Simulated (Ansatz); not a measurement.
`[SiH3][SiH2]O[SiH2]S` and `[SiH3]O[SiH2][SiH3]` differ in one atom or group.

Ansatz, PBE0-D4/def2-TZVP geometries, multiplicity 1. Each molecule was computed in one conformer, which needn't be the lowest.

| property | `[SiH3][SiH2]O[SiH2]S` |
| --- | --- |
| size of the dipole moment (ωB97M-V/def2-TZVPP) / D | 0.64 |
| size of the dipole moment (B3LYP/def2-TZVPP) / D | 0.64 |
| HOMO energy (PBE0/def2-TZVPP) / eV | -7.79 |
| LUMO energy (PBE0/def2-TZVPP) / eV | -0.54 |
| HOMO–LUMO gap (PBE/def2-TZVPP) / eV | 5.18 |
| HOMO energy (PBE/def2-TZVPP) / eV | -6.56 |

Give the same properties after the change, and the shifts. (Estimate.)

Computed: 
```json
{"property": "size of the dipole moment (ωB97M-V/def2-TZVPP) / D", "`[SiH3]O[SiH2][SiH3]`": "0.23", "shift": "-0.41"}
{"property": "size of the dipole moment (B3LYP/def2-TZVPP) / D", "`[SiH3]O[SiH2][SiH3]`": "0.24", "shift": "-0.40"}
{"property": "HOMO energy (PBE0/def2-TZVPP) / eV", "`[SiH3]O[SiH2][SiH3]`": "-7.99", "shift": "-0.20"}
{"property": "LUMO energy (PBE0/def2-TZVPP) / eV", "`[SiH3]O[SiH2][SiH3]`": "-0.62", "shift": "-0.08"}
{"property": "HOMO–LUMO gap (PBE/def2-TZVPP) / eV", "`[SiH3]O[SiH2][SiH3]`": "5.33", "shift": "0.15"}
{"property": "HOMO energy (PBE/def2-TZVPP) / eV", "`[SiH3]O[SiH2][SiH3]`": "-6.81", "shift": "-0.25"}
```

With PBE0 the HOMO falls by 0.20 eV and the LUMO falls by 0.08 eV, so the gap widens by about 0.12 eV. PBE moves the HOMO by -0.25 eV and ωB97M-V by -0.07 eV. Dipoles are sizes alone; their direction can turn.

B3LYP here is the variant with VWN-RPA as its local correlation; programs differ in this.
